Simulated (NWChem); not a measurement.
System: C2H4ClFSi; SMILES F[SiH2]/C=C\Cl

```xyz
9

F     -0.0318     2.7425     0.0000
Si     0.4791     1.1961     0.0000
C     -1.0552     0.1335     0.0000
C     -1.0366    -1.1994     0.0000
Cl     0.4414    -2.1042     0.0000
H      1.2951     0.9840     1.2263
H      1.2951     0.9840    -1.2263
H     -2.0425     0.6109     0.0000
H     -1.9222    -1.8413     0.0000
```
Atoms are numbered in this order, from 1.

All runs: NWChem. Medium grid unless said otherwise, to which SCAN and Minnesota functionals are sensitive. Structure relaxed at the PBE0/def2-SVP level.

For level TPSSh/def2-TZVP:

| Property | Value |
|---|---|
| highest occupied level (eV) | -7.23 |
| orbital gap (eV) | 5.72 |

How do the values read with level r2SCAN/def2-TZVP instead?

highest occupied level (eV): -6.97
orbital gap (eV): 5.08
